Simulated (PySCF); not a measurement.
Cl4Zr, charge +1, doublet, geometry from GFN2-xTB (such geometries of metal compounds can be far from the true shape) (the multiplicity is a formal guess) (all electrons, no relativity). Base run: B3LYP/3-21G run with PySCF.

Here is a job for PySCF.
```python
from pyscf import gto, scf, dft

mol = gto.M(
    atom='''
Zr   -0.000000   -0.000000    0.000000
Cl    1.809979   -0.568579   -1.237154
Cl    0.650387    0.468663    2.118303
Cl   -0.991352    1.823639   -0.906321
Cl   -1.469013   -1.723723    0.025172
''',
    basis='3-21g',
    charge=1,
    spin=1,
    verbose=4,
)

mf = dft.UKS(mol)
mf.xc = 'b3lyp'
mf.kernel()
mf.analyze()
```

The base run was repeated with changes; each row names its change, and settings that it needs were set with it.

| change | ΔE vs base (µEh) | SCF cycles | <S^2> | outcome |
|---|---|---|---|---|
| base | 0.0 | 20 | 0.761 | converged |
| diis_space = 20 | 0.0 | 19 | 0.761 | converged |
| init_guess = vsap | -905 | 31 | 0.761 | converged |
| level_shift = 0.1 (with mf.max_cycle = 100) | 0.0 | 66 | 0.761 | converged |
| damp = 0.5; diis_start_cycle = 5 | -905 | 36 | 0.761 | converged |
| conv_tol = 1e-7 | 0.0 | 19 | 0.761 | converged |
| init_guess = 1e | 0.0 | 50 | 0.761 | converged |
| conv_tol = 1e-4 | 37.5 | 8 | 0.761 | converged |
| conv_tol_grad = 1e-3 | 0.0 | 20 | 0.761 | converged |
| conv_tol = 1e-11 | 0.0 | 24 | 0.761 | converged |
| init_guess = atom | 0.0 | 27 | 0.761 | converged |
| init_guess = mod_huckel | - | 50 | - | not converged |
| level_shift = 1.0 (with mf.max_cycle = 100) | - | 100 | - | not converged |

Open shells are given as the SCF converged; they aren't shown to be the lowest states, and a large step between rows can be another state.
